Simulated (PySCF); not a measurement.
Isomers of C4H7NOSi, mass 113.030 u with the commonest isotopes. Method used: CAM-B3LYP/def2-SVPD in PySCF (dipole) on a GFN2-xTB geometry, gas phase. One conformer each, none proved a minimum here; rigid rotors.

Problem. Order these by rotational constant B, smallest first.
A. `[CH:1]#[C:2]/[CH:3]=[N:4]\[SiH2:5][O:6][CH3:7]` with C3–N4–Si5–O6 129°, N4–Si5–O6–C7 53°
B. `[N:1]#[C:2][C@@H:3]1[CH2:4][C@H:5]1[SiH2:6][OH:7]` with C4–C5–Si6–O7 36°, C5–Si6–O7–H -179°
C. `[CH:1]#[C:2]/[CH:3]=[N:4]/[SiH2:5][O:6][CH3:7]` with C3–N4–Si5–O6 -127°, N4–Si5–O6–C7 -51°
D. `[CH3:1][NH:2][Si@@H:3]1[CH:4]=[CH:5][C:6]1=[O:7]` with C1–N2–Si3–C4 -97°
E. `[CH2:1]=[C:2]1[SiH2:3][C@H:4]1[C:5]([NH2:6])=[O:7]` with Si3–C4–C5–N6 58°, C4–C5–N6–H 174° and 20°

Solution. C (976.8 MHz), A (1026 MHz), B (1104 MHz), D (1427 MHz), E (1720 MHz).

Problem. Order these by dipole moment, largest first.
A. `[H]/[N:7]=[CH:6]\[CH2:5][O:4][SiH2:3][C:2]#[CH:1]` with C2–Si3–O4–C5 57°, Si3–O4–C5–C6 -179°, O4–C5–C6–N7 2°
B. `[CH:1]#[C:2]/[CH:3]=[N:4]\[SiH2:5][O:6][CH3:7]` with C3–N4–Si5–O6 129°, N4–Si5–O6–C7 53°
C. `[CH2:1]=[C:2]1[SiH2:3][C@H:4]1[C:5]([NH2:6])=[O:7]` with Si3–C4–C5–N6 58°, C4–C5–N6–H 174° and 20°
D. `[CH3:1][NH:2][Si@@H:3]1[CH:4]=[CH:5][C:6]1=[O:7]` with C1–N2–Si3–C4 -97°
E. `[N:1]#[C:2][C@@H:3]1[CH2:4][C@H:5]1[SiH2:6][OH:7]` with C4–C5–Si6–O7 36°, C5–Si6–O7–H -179°

Solution. E (5.35 D), C (4.33 D), D (4.13 D), A (3.34 D), B (1.50 D).

Problem. Order these by rotational constant C, smallest first.
A. `[CH:1]#[C:2]/[CH:3]=[N:4]/[SiH2:5][O:6][CH3:7]` with C3–N4–Si5–O6 -127°, N4–Si5–O6–C7 -51°
B. `[CH2:1]=[C:2]1[SiH2:3][C@H:4]1[C:5]([NH2:6])=[O:7]` with Si3–C4–C5–N6 58°, C4–C5–N6–H 174° and 20°
C. `[CH3:1][NH:2][Si@@H:3]1[CH:4]=[CH:5][C:6]1=[O:7]` with C1–N2–Si3–C4 -97°
D. `[CH:1]#[C:2]/[CH:3]=[N:4]\[SiH2:5][O:6][CH3:7]` with C3–N4–Si5–O6 129°, N4–Si5–O6–C7 53°
E. `[N:1]#[C:2][C@@H:3]1[CH2:4][C@H:5]1[SiH2:6][OH:7]` with C4–C5–Si6–O7 36°, C5–Si6–O7–H -179°
F. `[H]/[N:7]=[CH:6]\[CH2:5][O:4][SiH2:3][C:2]#[CH:1]` with C2–Si3–O4–C5 57°, Si3–O4–C5–C6 -179°, O4–C5–C6–N7 2°

Solution. A (848.8 MHz), F (927.5 MHz), D (953.9 MHz), E (1086 MHz), C (1167 MHz), B (1386 MHz).

```csv
SMILES,point group,Ia (u·Å²),Ib (u·Å²),Ic (u·Å²),κ,μa (D),μb (D),μc (D)
C#C/C=N\[SiH2]OC,C1,83.11,492.80,529.79,-0.97,1.47,0.32,0.06
[H]/N=C\CO[SiH2]C#C,C1,102.55,490.63,544.86,-0.95,2.72,0.93,1.71
CN[Si@@H]1C=CC1=O,C1,115.30,354.26,433.04,-0.84,2.78,2.96,0.76
C=C1[SiH2][C@H]1C(N)=O,C1,157.93,293.89,364.69,-0.63,3.60,1.33,2.00
C#C/C=N/[SiH2]OC,C1,98.14,517.40,595.44,-0.94,1.60,0.19,0.02
N#C[C@@H]1C[C@H]1[SiH2]O,C1,92.27,457.78,465.36,-0.99,5.25,1.03,0.19
```
